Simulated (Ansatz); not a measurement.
`O[SiH2]OBF` at its PBE0-D4/def2-TZVP geometry, where that method's forces vanish. The species carries charge 0 and has multiplicity 1.

```xyz
9

O     0.4866   -0.3215    1.7305
Si   -0.7837    0.1404    0.8113
O    -0.3849    0.3607   -0.7723
B     0.6781    0.1956   -1.5723
F     0.5705    0.5583   -2.8421
H     0.7949   -1.2269    1.6825
H    -1.8569   -0.8811    0.8224
H    -1.2215    1.4444    1.3411
H     1.7169   -0.2700   -1.2010
```

**Question.** What forces (eV/Å) does PBE-D4/def2-TZVPP give on these atoms in Ansatz 0.2.0? (An estimate is asked.)

**Answer.** Ansatz gave: 
```
O1   0.260  0.293  0.362
Si2 -0.326 -0.008  0.132
O3  -0.319  0.149 -0.166
B4   0.326 -0.165  0.183
F5  -0.034  0.164 -0.594
H6   0.146 -0.420 -0.018
H7  -0.143 -0.109 -0.012
H8  -0.040  0.154  0.064
H9   0.129 -0.057  0.050
```
